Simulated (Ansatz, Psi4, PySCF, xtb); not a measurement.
Two rigid molecules brought together: H2 ··· H4OSi (SMILES [H][H] and O[SiH3]), singlet. Monomers: optimised at B3LYP-D3(BJ) (def2-TZVP), held rigid. Orientation: a random orientation, not optimised. R is the distance of the centres of mass, along which the second monomer moves.

Geometry at R = 3.57 Å (first 2 atoms: monomer A):
```
8

H      0.3719     0.0000     0.0000
H     -0.3719     0.0000     0.0000
Si    -1.1999     2.0560     2.2436
O     -0.2026     3.2700     2.7560
H     -2.4369     1.9831     3.0603
H     -0.5293     0.7335     2.3075
H     -1.5410     2.3782     0.8444
H      0.1338     3.2407     3.6545
```

- CCSD(T)/aug-cc-pVTZ = Ansatz (an electronic-structure program) with CCSD(T) on RHF/aug-cc-pVTZ, frozen core, counterpoise-corrected
- GFN1-xTB (xtb)
- RKS-LDA (SVWN5)/6-31G* = restricted LDA (SVWN5)/6-31G*, spherical d, no counterpoise correction run with PySCF
- RKS-B3LYP/LANL2DZ = restricted B3LYP/LANL2DZ, with its core potentials past Ne, no counterpoise correction (PySCF)
- B3LYP/def2-TZVP, counterpoise-corrected (Psi4)

Interaction energies in kJ/mol (negative: bound); R is the distance of the centres of mass, d the H2···H6 distance.

```
R / Å  d / Å  CCSD(T)/aug-cc-pVTZ  GFN1-xTB  RKS-LDA (SVWN5)/6-31G*  RKS-B3LYP/LANL2DZ  B3LYP/def2-TZVP
-----  -----  -------------------  --------  ----------------------  -----------------  ---------------
2.90    1.87                39.76     45.34                   26.19              47.14            44.06
3.12    2.05                19.67     22.77                    9.15              24.23            23.85
3.36    2.25                 8.30      9.50                    0.65              11.20            12.01
3.57    2.43                 3.39      3.66                   -2.17               5.50             6.58
3.79    2.62                 0.92      0.72                   -2.90               2.53             3.56
3.98    2.79                -0.04     -0.39                   -2.70               1.28             2.16
4.34    3.12                -0.55     -0.91                   -1.78               0.37             0.96
4.54    3.31                -0.55     -0.85                   -1.29               0.21             0.68
5.14    3.87                -0.32     -0.48                   -0.39               0.08             0.33
5.79    4.50                -0.15     -0.22                   -0.07               0.04             0.15
6.68    5.36                -0.05     -0.09                    0.00               0.01             0.04
8.09    6.74                -0.01     -0.02                    0.01               0.00             0.01
```

Lowest grid point: CCSD(T)/aug-cc-pVTZ -0.55 kJ/mol at R = 4.34 Å; GFN1-xTB -0.91 kJ/mol at R = 4.34 Å; RKS-LDA (SVWN5)/6-31G* -2.90 kJ/mol at R = 3.79 Å; RKS-B3LYP/LANL2DZ 0.00 kJ/mol at R = 8.09 Å; B3LYP/def2-TZVP 0.01 kJ/mol at R = 8.09 Å.
